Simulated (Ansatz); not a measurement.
Zn₂O⁺ (the lowest doublet isomer of a short search) was relaxed with PBE-D4 (def2-TZVP) in Ansatz in these states: charge +1 doublet, charge +1 quartet. The geometries follow in no particular order.

A:

| atom | x (Å) | y (Å) | z (Å) |
| --- | --- | --- | --- |
| Zn1 | -0.516 | 1.507 | -1.026 |
| Zn2 | 0.798 | -1.152 | 1.276 |
| O3 | -0.281 | -0.355 | -0.250 |

B:

Cartesian coordinates in Å:
```
Zn 1.088 1.316 0.106
Zn -1.275 -1.126 0.181
O 0.187 -0.190 -0.287
```

Task: Judge from the bond lengths which geometry belongs to which state (an estimate).

Result: A is the charge +1 quartet (Zn1–O3 2.032 Å, Zn2–O3 2.032 Å); B is the charge +1 doublet (Zn1–O3 1.798 Å, Zn2–O3 1.798 Å).

At PBE0-D4/def2-TZVP a doublet lies 1.44 eV below the charge +1 quartet. These are the stationary points nearest to one start from a short search; other shapes may lie lower in each state.
